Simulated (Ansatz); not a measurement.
C₅₄H₃₆⁻, that is [9]cycloparaphenylene with one electron more. The state is a doublet with charge -1. Geometry PBE-D4/def2-SVP, that of the neutral singlet.

```xyz
90

C     6.115    2.552    0.078
C     6.098    2.263   -1.290
C     5.146    2.858   -2.154
C     4.371    3.913   -1.616
C     4.392    4.207   -0.251
C     5.186    3.456    0.648
C     4.807    3.414    2.080
C     4.797    2.164    2.743
C     4.024    1.958    3.886
C     3.224    2.989    4.435
C     3.411    4.287    3.896
C     4.178    4.494    2.745
C     2.069    2.637    5.297
C     1.953    1.366    5.913
C     0.708    0.841    6.266
C    -0.488    1.568    6.045
C    -0.338    2.926    5.673
C     0.904    3.443    5.298
C    -1.784    0.861    5.908
C    -2.022   -0.435    6.428
C    -3.031   -1.254    5.909
C    -3.855   -0.821    4.840
C    -3.746    0.542    4.473
C    -2.741    1.358    4.991
C    -4.571   -1.753    3.936
C    -4.123   -3.088    3.783
C    -4.410   -3.823    2.630
C    -5.142   -3.254    1.559
C    -5.783   -2.019    1.822
C    -5.514   -1.293    2.985
C    -4.993   -3.740    0.166
C    -5.822   -3.310   -0.900
C    -5.397   -3.389   -2.230
C    -4.121   -3.905   -2.567
C    -3.394   -4.520   -1.520
C    -3.817   -4.440   -0.194
C    -3.421   -3.583   -3.833
C    -2.233   -4.252   -4.218
C    -1.306   -3.650   -5.071
C    -1.524   -2.356   -5.605
C    -2.820   -1.813   -5.422
C    -3.739   -2.404   -4.551
C    -0.379   -1.522   -6.044
C     0.898   -2.065   -6.334
C     2.054   -1.281   -6.271
C     1.992    0.091   -5.927
C     0.704    0.671   -5.855
C    -0.449   -0.114   -5.909
C     3.139    0.836   -5.358
C     4.061    0.151   -4.532
C     4.839    0.835   -3.595
C     4.739    2.238   -3.438
C     3.984    2.935   -4.414
C     3.201    2.251   -5.349
H     6.822    2.015    0.730
H     6.795    1.507   -1.684
H     3.630    4.422   -2.250
H     3.668    4.935    0.145
H     5.288    1.299    2.273
H     3.939    0.933    4.276
H     2.891    5.146    4.346
H     4.236    5.506    2.316
H     2.844    0.731    6.030
H     0.656   -0.202    6.612
H    -1.226    3.570    5.583
H     0.944    4.463    4.889
H    -1.364   -0.838    7.213
H    -3.136   -2.277    6.300
H    -4.371    0.939    3.661
H    -2.618    2.364    4.566
H    -3.436   -3.522    4.525
H    -3.972   -4.826    2.522
H    -6.415   -1.556    1.049
H    -5.974   -0.301    3.106
H    -6.795   -2.842   -0.682
H    -6.048   -2.982   -3.019
H    -2.404   -4.953   -1.724
H    -3.143   -4.813    0.590
H    -1.982   -5.223   -3.767
H    -0.340   -4.151   -5.231
H    -3.085   -0.855   -5.894
H    -4.677   -1.871   -4.337
H     0.999   -3.140   -6.547
H     3.034   -1.758   -6.429
H     0.604    1.738   -5.607
H    -1.415    0.368   -5.704
H     4.063   -0.949   -4.520
H     5.429    0.248   -2.875
H     3.956    4.035   -4.399
H     2.571    2.827   -6.045
```

Single mean-field runs in def2-SVP are fitted with def2-universal-jkfit.

Problem. Estimate the α-spin orbital energies around the gap (eV) in Ansatz with PBE-D4/def2-SVP, PBE0-D4/def2-SVP, BHLYP-D4/def2-SVP.

Solution. 
| orbital | PBE-D4/def2-SVP | PBE0-D4/def2-SVP | BHLYP-D4/def2-SVP |
| --- | --- | --- | --- |
| HOMO−5 | -3.72 | -4.73 | -5.46 |
| HOMO−4 | -3.65 | -4.65 | -5.37 |
| HOMO−3 | -2.89 | -3.74 | -4.32 |
| HOMO−2 | -2.85 | -3.69 | -4.24 |
| HOMO−1 | -2.42 | -3.14 | -3.58 |
| HOMO | -0.45 | -0.49 | -0.28 |
| LUMO | 0.01 | 0.42 | 1.10 |
| LUMO+1 | 0.04 | 0.47 | 1.17 |
| LUMO+2 | 0.71 | 1.51 | 2.46 |
| LUMO+3 | 0.74 | 1.58 | 2.55 |
| LUMO+4 | 0.85 | 1.62 | 2.64 |
| LUMO+5 | 0.86 | 1.63 | 2.71 |
| β HOMO | -2.36 | -3.09 | -3.55 |
| β LUMO | -0.35 | 0.28 | 1.20 |
